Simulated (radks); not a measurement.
Results of a calculation; reference values are marked as such.
Os39+, 37 electrons, occupied as [Kr] 4d1. Code: a radial shooting solver on a logarithmic mesh with Libxc functionals. Model: scalar-relativistic Kohn-Sham, r2SCAN, spin-polarised, spherical densities, finite nucleus; open shells are filled with parallel spins first (spin-orbit coupling, left out, can overturn this in heavy ions); meta-GGA in the generalised Kohn-Sham scheme; Fermi nuclear charge, rms radius 5.4126 fm.

Normalised radial functions P(r) = r R(r), r in bohr:

```
   r/bohr * 4s up (the largest magnitude, 1.84, reaches the edge; | marks zero)
 0.001362                             |  *
 0.001731                             |   *
   0.0022                             |    *
 0.002797                             |     *
 0.003556                             |     *
 0.004521                             |      *
 0.005747                             |       *
 0.007306                             |       *
 0.009287                             |      *
  0.01181                             |     *
  0.01501                             |    *
  0.01908                             | *
  0.02426                           * |
  0.03108                      *      |
  0.03951                  *          |
  0.05023                 *           |
  0.06386                    *        |
  0.08118                           * |
   0.1032                             |        *
   0.1312                             |                *
   0.1668                             |               *
    0.212                             |   *
   0.2695               *             |
   0.3426  *                          |
   0.4356  *                          |
   0.5537             *               |
   0.7039                       *     |
   0.8948                            *|
    1.138                             *
```

4s up: eigenvalue -2135.0 eV, 3 radial nodes at r = 0.0210, 0.0845, 0.223 bohr, <r> = 0.390 bohr, 90 % of the charge inside 0.552 bohr.
